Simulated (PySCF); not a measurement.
# Carbon: a sound run and one with changed settings

Sound run: C⁺ [He] 2s2 2p1, C²⁺ [He] 2s2. Computed with PySCF 2.14 in 6-31G* (3s2p1d, 14 functions), with the non-relativistic Hamiltonian (point nucleus). The sound run starts from symmetry-adapted Hartree-Fock orbitals and uses a fine grid where one is needed.

Changed run: initial guess minao, at most 3 SCF cycles. This setting is unsound on purpose.

```csv
species,method,sound run (hartree),changed run (hartree),converged
C⁺,UHF,-37.28672,-37.28634,no
C⁺,M06-2X,-37.41640,-37.41636,no
C⁺,TPSS,-37.43517,-37.43516,no
C²⁺,UHF,-36.39726,-36.39726,no
C²⁺,M06-2X,-36.51396,-36.51396,no
C²⁺,TPSS,-36.51450,-36.51450,no
```

The SCF was stopped early; the energies are upper bounds that still move, and correlated levels were skipped or rest on poor orbitals.
